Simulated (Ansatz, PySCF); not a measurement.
Al(Cl)(Me)(SeH) (CH₄AlClSe), SMILES [CH3][Al]([Cl])[SeH]. Atoms are numbered in the order given.

```xyz
8

Al     0.1378    -0.3564     0.6694
Cl     2.2505    -0.2598     0.6385
C     -0.7848    -1.1941     2.1608
H     -0.4658    -2.2452     2.2642
H     -1.8802    -1.1759     2.0496
H     -0.5251    -0.6846     3.1042
Se    -0.8981     0.5961    -1.1729
H     -2.2407     0.2655    -0.6519
```
Charge 0, spin multiplicity 1.

Geometry: B3LYP-D3(BJ)/def2-SVP. The structure was generated by enumeration; whether it is a known compound was not checked. The values are those of a single conformer.

Two levels are set side by side: PBE-D3(BJ)/def2-SVP (Ansatz, an electronic-structure program) and B3LYP-D3(BJ)/def2-SVP (Ansatz). Each level has its own optimised geometry; the coordinates shown are those of the second. Frequencies come from the Hessian of PySCF at each geometry. Differences are taken from unrounded values.

```tsv
quantity	B3LYP-D3(BJ)
mean bond length (Å)	1.595
bond Al1–Cl2 (Å)	2.115
bond Al1–C3 (Å)	1.944
bond Al1–Se7 (Å)	2.318
bond C3–H4 (Å)	1.103
bond C3–H5 (Å)	1.101
bond C3–H6 (Å)	1.103
bond Se7–H8 (Å)	1.478
highest harmonic wavenumber (cm⁻¹)	3127
mean harmonic wavenumber (cm⁻¹)	1108
zero-point energy (kcal/mol)	28.51
```

Question: What does PBE-D3(BJ) give, and how far is it from B3LYP-D3(BJ)? (An estimate is asked for; the answer gives what the named calculation found.)

Answer: 
```csv
quantity,PBE-D3(BJ),PBE-D3(BJ) minus B3LYP-D3(BJ)
mean bond length (Å),1.602,0.008
bond Al1–Cl2 (Å),2.123,0.008
bond Al1–C3 (Å),1.951,0.008
bond Al1–Se7 (Å),2.326,0.008
bond C3–H4 (Å),1.110,0.007
bond C3–H5 (Å),1.108,0.007
bond C3–H6 (Å),1.110,0.007
bond Se7–H8 (Å),1.487,0.010
highest harmonic wavenumber (cm⁻¹),3084,-43
mean harmonic wavenumber (cm⁻¹),1082,-26
zero-point energy (kcal/mol),27.85,-0.66
```

GGA bonds tend to be longer and softer than those of functionals with exact exchange. Differences between two approximate levels are no errors against the true value.
